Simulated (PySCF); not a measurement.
C4H11FSn, SMILES C[CH2][SnH]([F])[CH2]C, singlet, GFN2-xTB optimised geometry.

```
17

Sn     0.07    -0.40     0.00
F      2.07    -0.40     0.00
C     -0.37    -1.73    -1.73
C     -1.09    -3.00    -1.35
C     -0.34     1.79     0.00
C      0.29     2.50     1.17
H     -0.17    -1.17     1.54
H     -0.96    -1.15    -2.44
H      0.59    -1.94    -2.18
H     -2.07    -2.80    -0.92
H     -0.51    -3.57    -0.62
H     -1.23    -3.63    -2.23
H      0.06     2.16    -0.94
H     -1.42     1.92    -0.01
H     -0.11     2.13     2.12
H      1.37     2.36     1.18
H      0.08     3.57     1.11
```

Density from PBE0/def2-SVP, def2 effective core potentials past Kr (PySCF 2.14.0) at that geometry. The core electrons that the potentials of Sn replace are not part of the density.

Minimum of the electron density along straight lines between bonded atoms, close to the bond critical point (lines longer than 1.1 times the sum of covalent radii, or with two minima, are not listed):

```json
[
 {"bond": "Sn1–F2", "length / Å": "1.994", "ρ at the minimum / e bohr⁻³": "0.093", "∇²ρ there / e bohr⁻⁵": "0.55", "position (fraction from the first atom)": "0.52"},
 {"bond": "Sn1–C3", "length / Å": "2.228", "ρ at the minimum / e bohr⁻³": "0.091", "∇²ρ there / e bohr⁻⁵": "0.10", "position (fraction from the first atom)": "0.50"},
 {"bond": "C3–C4", "length / Å": "1.513", "ρ at the minimum / e bohr⁻³": "0.245", "∇²ρ there / e bohr⁻⁵": "-0.55", "position (fraction from the first atom)": "0.51"},
 {"bond": "Sn1–C5", "length / Å": "2.226", "ρ at the minimum / e bohr⁻³": "0.092", "∇²ρ there / e bohr⁻⁵": "0.10", "position (fraction from the first atom)": "0.50"},
 {"bond": "C5–C6", "length / Å": "1.512", "ρ at the minimum / e bohr⁻³": "0.245", "∇²ρ there / e bohr⁻⁵": "-0.55", "position (fraction from the first atom)": "0.51"},
 {"bond": "Sn1–H7", "length / Å": "1.739", "ρ at the minimum / e bohr⁻³": "0.104", "∇²ρ there / e bohr⁻⁵": "0.12", "position (fraction from the first atom)": "0.62"},
 {"bond": "C3–H8", "length / Å": "1.089", "ρ at the minimum / e bohr⁻³": "0.275", "∇²ρ there / e bohr⁻⁵": "-0.99", "position (fraction from the first atom)": "0.63"},
 {"bond": "C3–H9", "length / Å": "1.088", "ρ at the minimum / e bohr⁻³": "0.276", "∇²ρ there / e bohr⁻⁵": "-1.01", "position (fraction from the first atom)": "0.63"},
 {"bond": "C4–H10", "length / Å": "1.087", "ρ at the minimum / e bohr⁻³": "0.277", "∇²ρ there / e bohr⁻⁵": "-1.01", "position (fraction from the first atom)": "0.62"},
 {"bond": "C4–H11", "length / Å": "1.087", "ρ at the minimum / e bohr⁻³": "0.277", "∇²ρ there / e bohr⁻⁵": "-1.02", "position (fraction from the first atom)": "0.63"},
 {"bond": "C5–H13", "length / Å": "1.090", "ρ at the minimum / e bohr⁻³": "0.275", "∇²ρ there / e bohr⁻⁵": "-1.00", "position (fraction from the first atom)": "0.63"},
 {"bond": "C5–H14", "length / Å": "1.088", "ρ at the minimum / e bohr⁻³": "0.275", "∇²ρ there / e bohr⁻⁵": "-0.99", "position (fraction from the first atom)": "0.62"},
 {"bond": "C6–H15", "length / Å": "1.088", "ρ at the minimum / e bohr⁻³": "0.277", "∇²ρ there / e bohr⁻⁵": "-1.01", "position (fraction from the first atom)": "0.62"},
 {"bond": "C6–H16", "length / Å": "1.087", "ρ at the minimum / e bohr⁻³": "0.279", "∇²ρ there / e bohr⁻⁵": "-1.04", "position (fraction from the first atom)": "0.63"},
 {"bond": "C6–H17", "length / Å": "1.090", "ρ at the minimum / e bohr⁻³": "0.275", "∇²ρ there / e bohr⁻⁵": "-1.00", "position (fraction from the first atom)": "0.62"}
]
```
